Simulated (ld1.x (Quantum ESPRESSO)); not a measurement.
## O, TM: configuration errors across variants

ld1.x (Quantum ESPRESSO) 7.5 input, shortened:

```
&input
   title='O', zed=8., rel=0, dft='PBE', iswitch=3,
   config='[He] 2s2 2p3 3d-2'
 /
 &inputp
   pseudotype=2, tm=.true., lloc=0,
   nlcc=.true., new_core_ps=.true., rcore=0.40
 /
3
2P  2  1   3.00   0.00  1.00  1.00  0.0
3D  3  2  -2.00   0.50  1.00  1.00  0.0
2S  1  0   2.00   0.00  0.60  0.60  0.0
 &test
   configts(1)='2s2 2p3'
 /
```

All-electron excitation energies from the reference (eV): (1) 2s2 2p4 -16.439; (2) 2s2 2p2 33.594; (3) 2s2 2p1 87.466; (4) 2s2 2p4.3 -18.564; (5) 2s2 2p3.5 -10.149; (6) 2s2 2p0 164.368; (7) 2s1 2p5 -1.543.

1 further variants failed, have other tests or too few solved ones, and are left out.

Errors AE − PS in meV (a dash: test not solved or not reliable):

| change | (1) | (2) | (3) | (4) | (5) | (6) | (7) | bound ghosts |
| --- | --- | --- | --- | --- | --- | --- | --- | --- |
| base | +2.4 | +14 | +111 | +2.8 | +1.0 | +441 | +24 | none |
| local potential all-electron potential smoothed inside 0.85 bohr (lloc = -2) | +2.2 | +14 | +111 | +2.5 | +1.0 | +443 | +23 | none |
| type RRKJ; local potential the d channel; rho0 0.02 | +3.5 | +18 | +137 | +4.3 | +1.4 | +525 | +23 | none |
| wave 2s (bound): rc 0.60 bohr becomes 2s (bound): rc 0.40 bohr | +11 | +43 | +304 | +14 | +3.9 | +1141 | +64 | not determined |
| wave 3d channel at 0.5 Ry: rc 1.00 bohr becomes 3d channel at 0.5 Ry: rc 1.50 bohr | +2.4 | +14 | +111 | +2.8 | +1.0 | +441 | +24 | none |
| wave 3d channel at 0.5 Ry: rc 1.00 bohr becomes 3d channel at -0.13 Ry: rc 1.00 bohr | +2.4 | +14 | +111 | +2.8 | +1.0 | +441 | +24 | none |
| wave 2p (bound): rc 1.00 bohr becomes 2p (bound): rc 0.62 bohr | – | +1.9 | +20 | -0.1 | 0.0 | +95 | +2.3 | none |
| core correction Bessel-smoothed model core inside 0.38 bohr | +2.3 | +14 | +108 | +2.6 | +1.0 | +428 | +23 | none |
| wave 2s (bound): rc 0.60 bohr becomes 2s (bound): rc 0.86 bohr | +2.1 | +13 | +106 | +2.3 | +0.9 | +429 | +19 | none |
| wave 3d channel at 0.5 Ry: rc 1.00 bohr becomes 3d channel at 0.65 Ry: rc 1.00 bohr | +2.4 | +14 | +111 | +2.8 | +1.0 | +441 | +24 | none |

(1) Give the same row for: all radii but the core radius scaled by about 1.14 (s 0.68, p 1.14, d 1.14 bohr).

Results:

(1) +3.2, +21, +165, +3.6, +1.5, +650, +27; bound ghosts: none.
